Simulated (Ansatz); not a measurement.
Al2Te4⁻, 6 atoms. Hardware: 4 threads of Intel Xeon on a shared host.

In the def2 sets Te takes a core potential; there is no spin–orbit coupling. Correlated methods freeze 26 core orbitals; core or outer-core shells of Te are correlated, in sets that lack core-valence functions.

(1) How many basis functions does each of these Ansatz runs have, and roughly what does it cost? LDA (SPW92)/def2-SVP, charge -1 doublet, energy, from earlier orbitals; HF/STO-3G, charge -1 doublet, energy; PBE-D4/def2-SVPD, charge -1 doublet, relaxation, 10 steps; r2SCAN-D4/def2-SVP, charge -1 doublet, energy, from earlier orbitals; PBE0-D4/def2-SVP, charge -1 doublet, energy, from earlier orbitals; PBE-D4/def2-SVP, charge -1 doublet, energy and forces, from earlier orbitals; PBE-D4/def2-SVP, charge -1 doublet, energy with a search over starts; HSE06-D4/def2-SVP, charge -1 doublet, energy, from earlier orbitals; MP2/def2-SVPD, charge -1 doublet, energy, from earlier orbitals; RPA@PBE/def2-SVPD, charge -1 doublet, energy, from earlier orbitals; revPBE-D4/def2-SVP, charge -1 doublet, energy, from earlier orbitals.

Results:

(1) Other jobs shared the machine, so times can vary by a factor of up to 3. A dash marks memory too small to be measured apart from the calling script's.

```csv
run,functions,fitting or Cholesky vectors,wall time,peak host memory (GiB)
"LDA (SPW92)/def2-SVP, charge -1 doublet, energy, from earlier orbitals",140,1666,7 s,–
"revPBE-D4/def2-SVP, charge -1 doublet, energy, from earlier orbitals",140,1666,9.5 s,–
"PBE-D4/def2-SVP, charge -1 doublet, energy and forces, from earlier orbitals",140,1666,13 s,–
"HF/STO-3G, charge -1 doublet, energy",126,1331,16 s,1.1
"HSE06-D4/def2-SVP, charge -1 doublet, energy, from earlier orbitals",140,1648,18 s,0.84
"PBE0-D4/def2-SVP, charge -1 doublet, energy, from earlier orbitals",140,1648,20 s,0.79
"r2SCAN-D4/def2-SVP, charge -1 doublet, energy, from earlier orbitals",140,1666,24 s,–
"MP2/def2-SVPD, charge -1 doublet, energy, from earlier orbitals",188,2200,40 s,1.1
"RPA@PBE/def2-SVPD, charge -1 doublet, energy, from earlier orbitals",188,2200,40 s,0.87
"PBE-D4/def2-SVP, charge -1 doublet, energy with a search over starts",140,1666,41 s,–
"PBE-D4/def2-SVPD, charge -1 doublet, relaxation, 10 steps",188,1978,2.5 min,–
```
